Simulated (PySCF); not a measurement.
An equivalent PySCF input for P⁺ (phosphorus, charge +1), [Ne] 3s2 3p2, high-spin 3P determinant, with the non-relativistic Hamiltonian (point nucleus):

```python
from pyscf import gto, scf, dft, mp, cc
import basis_set_exchange as bse
mol = gto.M(atom="P 0 0 0", charge=1, spin=2, symmetry="D2h",
            basis=gto.basis.parse(bse.get_basis("dyall-acv3z", elements=["P"], fmt="nwchem", header=False)))
mf = dft.UKS(mol, xc="MN15")
mf.irrep_nelec = {'Ag': (3, 3), 'B1u': (2, 1), 'B2u': (2, 1), 'B3u': (1, 1)}
mf.kernel()
```

It reaches the same state as the run whose output follows, with an energy that differs only through the grid. The run itself started from symmetry-adapted Hartree-Fock orbitals and held the occupation by maximum overlap, on a logarithmic radial grid, so the iterations belong to that start.

```
SCF conv_tol = 1e-09
number electrons alpha = 8  beta = 6
XC functionals = MN15
    H. S. Yu, X. He, S. L. Li, and D. G. Truhlar.,  Chem. Sci. 7, 5032-5051 (2016)
    H. S. Yu, X. He, S. L. Li, and D. G. Truhlar.,  Chem. Sci. 7, 5032-5051 (2016)
cycle= 1 E= -340.877876651438  delta_E= -0.132  |g|= 2.94  |ddm|= 0.249
cycle= 2 E= -340.879773781218  delta_E= -0.0019  |g|= 0.383  |ddm|= 0.0249
cycle= 3 E= -340.879833320574  delta_E= -5.95e-05  |g|= 0.0082  |ddm|= 0.00547
cycle= 4 E= -340.87983744197  delta_E= -4.12e-06  |g|= 0.0018  |ddm|= 0.00177
cycle= 5 E= -340.87983796296  delta_E= -5.21e-07  |g|= 0.000338  |ddm|= 0.000659
cycle= 6 E= -340.879838070056  delta_E= -1.07e-07  |g|= 2.71e-05  |ddm|= 0.000406
cycle= 7 E= -340.8798380707  delta_E= -6.44e-10  |g|= 1.32e-06  |ddm|= 3.29e-05
converged SCF energy = -340.8798380707  <S^2> = 2.0030863  2S+1 = 3.0020568
```
